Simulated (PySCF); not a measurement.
SMILES C[SiH2][SiH2][SiH2]C, GFN2-xTB optimised geometry.

```
17

Si    -1.24    -0.84     3.88
C     -1.62     1.01     3.70
Si    -1.43    -1.87     1.81
Si    -0.54    -0.71     0.00
C     -1.11    -1.45    -1.66
H      0.11    -0.95     4.44
H     -2.14    -1.37     4.91
H     -2.63     1.17     3.33
H     -0.94     1.49     2.99
H     -1.53     1.54     4.65
H     -0.82    -3.21     1.88
H     -2.84    -2.17     1.54
H     -0.93     0.71     0.00
H      0.93    -0.71     0.00
H     -2.19    -1.41    -1.75
H     -0.80    -2.49    -1.75
H     -0.69    -0.91    -2.50
```

Density from PBE0/def2-SVP (PySCF 2.14.0) at that geometry.

Minimum of the electron density along straight lines between bonded atoms, close to the bond critical point (lines longer than 1.1 times the sum of covalent radii, or with two minima, are not listed):

```csv
bond,length / Å,ρ at the minimum / e bohr⁻³,∇²ρ there / e bohr⁻⁵,position (fraction from the first atom)
Si1–C2,1.901,0.110,0.32,0.38
Si4–C5,1.901,0.110,0.30,0.38
Si1–H6,1.471,0.115,0.31,0.49
Si1–H7,1.471,0.115,0.31,0.49
C2–H8,1.087,0.272,-0.97,0.62
C2–H9,1.087,0.272,-0.97,0.62
C2–H10,1.086,0.272,-0.98,0.63
Si3–H11,1.474,0.113,0.32,0.49
Si3–H12,1.476,0.113,0.31,0.49
Si4–H13,1.472,0.114,0.31,0.49
Si4–H14,1.471,0.115,0.31,0.49
C5–H15,1.087,0.272,-0.98,0.63
C5–H16,1.086,0.272,-0.98,0.63
C5–H17,1.087,0.272,-0.98,0.63
```
